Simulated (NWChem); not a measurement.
All runs are NWChem calculations. System: H5OSi2, charge 0, spin multiplicity 2, at a geometry optimised with UB3LYP/def2-SVP. The structure started from a generated list of species. Its SCF solution wasn't tested for a lower state. Level: UMP2/def2-TZVP, 11 core orbitals frozen.

Input file:

```
start mol
memory heap 200 mb stack 900 mb global 1100 mb
geometry units angstroms nocenter noautoz noautosym
  Si     1.506524    -0.440377     0.548613
  O      0.093718    -0.122646    -0.267157
  Si    -1.471607     0.428015    -0.347913
  H      2.290453    -1.443352    -0.240236
  H      2.305628     0.821584     0.699818
  H     -1.485857     1.910510    -0.508751
  H     -2.137903    -0.201270    -1.520210
  H     -2.210900     0.066767     0.896841
end
basis spherical
  * library def2-tzvp
end
scf
  uhf
  nopen 1
  maxiter 100
  thresh 1e-7
  semidirect memsize 60000000 filesize 0
  # guess.movecs holds the orbitals of an unrestricted PBE0 run
  vectors input guess.movecs output mol.movecs
end
mp2
  freeze core 11
end
task mp2 energy
```

Output (cleaned and shortened):

```
             Northwest Computational Chemistry Package (NWChem) 7.3.0
             --------------------------------------------------------

                                NWChem Input Module
                                -------------------

 Scaling coordinates for geometry "geometry" by  1.889725989
 (inverse scale =  0.529177249)

                             Geometry "geometry" -> ""
                             -------------------------

 Output coordinates in angstroms (scale by  1.889725989 to convert to a.u.)

  No.       Tag          Charge          X              Y              Z
 ---- ---------------- ---------- -------------- -------------- --------------
    1 Si                  14.0000     1.50652400    -0.44037700     0.54861300
    2 O                    8.0000     0.09371800    -0.12264600    -0.26715700
    3 Si                  14.0000    -1.47160700     0.42801500    -0.34791300
    4 H                    1.0000     2.29045300    -1.44335200    -0.24023600
    5 H                    1.0000     2.30562800     0.82158400     0.69981800
    6 H                    1.0000    -1.48585700     1.91051000    -0.50875100
    7 H                    1.0000    -2.13790300    -0.20127000    -1.52021000
    8 H                    1.0000    -2.21090000     0.06676700     0.89684100

 Effective nuclear repulsion energy (a.u.)     147.2486744413

            Nuclear Dipole moment (a.u.)
            ----------------------------
        X                 Y               Z
 ---------------- ---------------- ----------------
     0.0000056692     0.0000056692     0.0000113384


 Summary of "ao basis" -> "" (spherical)
 ------------------------------------------------------------------------------
       Tag                 Description            Shells   Functions and Types
 ---------------- ------------------------------  ------  ---------------------
 *                         def2-tzvp                  on all atoms

 Summary of "ao basis" -> "ao basis" (spherical)
 ------------------------------------------------------------------------------
       Tag                 Description            Shells   Functions and Types
[...]
  AO/Fock/Back tols     =   1.0D-09  1.0D-09  1.0D-09

 GA uses MA = F    GA memory limited = T

 Available:
  local mem=  1.26D+08
 global mem=  1.44D+08
 local disk=  0.00D+00
  mp2_memr nvloc                   114
  nvloc new                   114
   1 passes of  10:        5242880                      94156                  34155523.
   1 passes of  10: M    126148725           G      144142750           F     120905845.

 Semi-direct pass number   1 of   1  for UHF alpha       at        7.8s
  vrange nnbf                  8804
  mp2_eaftype                   130  avail_ma_in_mb                  1099
 EAF : mp2_eaftype filesize         130   17077761.
  mp2_eaf for mointskh                    130
Node 0 wrote     80.3 Mb in      0.0 s     Agg I/O rate:  5962.6 Mb/s
 Done moints_semi at       12.1s
  mp2_eaftype                   130  avail_ma_in_mb                   969
 EAF : mp2_eaftype filesize         130   17077761.
  mp2_eaf for kh                   130
 Done maket at       12.2s
 Done multipass loop at       12.2s

 GA uses MA = F    GA memory limited = T

 Available:
  local mem=  1.26D+08
 global mem=  1.44D+08
 local disk=  0.00D+00
  mp2_memr nvloc                   115
  nvloc new                   115
   1 passes of   9:        5242880                      88908                  31012495.
   1 passes of   9: M    126148725           G      144142750           F     120905845.

 Semi-direct pass number   1 of   1  for UHF beta        at       12.3s
  vrange nnbf                  8804
  mp2_eaftype                   118  avail_ma_in_mb                  1099
 EAF : mp2_eaftype filesize         118   15506247.
  mp2_eaf for mointskh                    118
Node 0 wrote     72.9 Mb in      0.0 s     Agg I/O rate:  5996.0 Mb/s
 Done moints_semi at       16.3s
  mp2_eaftype                   118  avail_ma_in_mb                   981
 EAF : mp2_eaftype filesize         118   15506247.
  mp2_eaf for kh                   118
 Done maket at       16.5s
 Done multipass loop at       16.5s

          -------------------------------------------
          SCF energy                -655.739395669879
          Correlation energy          -0.448679022488
          Singlet pairs                0.000000000000
          Triplet pairs                0.000000000000
          Total MP2 energy          -656.188074692367
          -------------------------------------------

          ---------------------------------------------------
                    Spin Component Scaled (SCS) MP2
          Same spin pairs                     -0.093730065221
          Same spin scaling factor             0.333333333333
          Opposite spin pairs                 -0.354948957267
          Opposite spin scaling fact.          1.200000000000
          SCS-MP2 correlation energy          -0.457182103794
          Total SCS-MP2 energy              -656.196577773673
          ---------------------------------------------------

 -----------------------
 Performance information
 -----------------------

 Timer overhead =  1.32D-07 seconds/call

               Nr. of calls         CPU time (s)                 Wall time (s)                GFlops
             ---------------    -------------------     ------------------------------   -------------------
Name         Min   Avg   Max    Min     Avg     Max     Min     Avg     Max   Mx/calls   Min     Max     Sum
mp2: moin     2     2     2    8.3     8.3     8.3      8.3     8.3     8.3     4.2      0.0     0.0     0.0
mp2: make     2     2     2   0.34    0.34    0.34     0.34    0.34    0.34    0.17      0.0     0.0     0.0
mp2: tota     1     1     1    8.7     8.7     8.7      8.7     8.7     8.7     8.7      0.0     0.0     0.0

 The average no. of pstat calls per process was 5.00D+00
 with a timing overhead of 6.58D-07s

 Task  times  cpu:       16.5s     wall:       16.5s

 Total times  cpu:       16.5s     wall:       16.5s
```
